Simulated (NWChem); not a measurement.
Molecule: C₂H₆AlFO; SMILES C([O][AlH][F])C

```xyz
11

Al    -0.5418    -1.1568     0.0511
H     -1.6468    -2.0684    -0.5785
F      0.3514    -1.7071     1.3431
O     -0.2489     0.3734    -0.5832
C      0.5246     1.5217    -0.4014
C     -0.2872     2.6424     0.2152
H      1.4077     1.3092     0.2309
H      0.9111     1.8435    -1.3855
H     -0.6502     2.3586     1.2157
H      0.3197     3.5552     0.3182
H     -1.1611     2.8762    -0.4116
```
Atoms are numbered in this order, from 1.

Level: PBE0/def2-SVP (NWChem), optimised geometry, unscaled harmonic frequencies. 

| frequency (cm⁻¹) | IR intensity (km/mol) |
|---|---|
| 10 | 0.0 |
| 82 | 5.9 |
| 111 | 5.9 |
| 258 | 12.8 |
| 315 | 29.3 |
| 414 | 2.8 |
| 496 | 185.0 |
| 657 | 49.5 |
| 698 | 86.5 |
| 809 | 0.8 |
| 878 | 127.4 |
| 976 | 37.6 |
| 1112 | 7.5 |
| 1176 | 8.1 |
| 1259 | 358.2 |
| 1316 | 31.7 |
| 1375 | 2.2 |
| 1419 | 40.9 |
| 1453 | 7.9 |
| 1471 | 0.7 |
| 1503 | 3.8 |
| 2038 | 113.0 |
| 3022 | 65.3 |
| 3056 | 12.7 |
| 3072 | 32.4 |
| 3153 | 25.7 |
| 3162 | 17.5 |

zero-point energy: 50.4 kcal/mol
thermal correction to the enthalpy at 298.15 K (with zero-point energy): 55.5 kcal/mol
heat capacity Cv: 22.5 cal/(mol K)
entropy at 298.15 K and 1 atm (symmetry number 1): 87.3 cal/(mol K)
dipole moment: 1.31 D

Rigid rotor and harmonic oscillator; modes under 100 cm⁻¹ make the entropy uncertain.
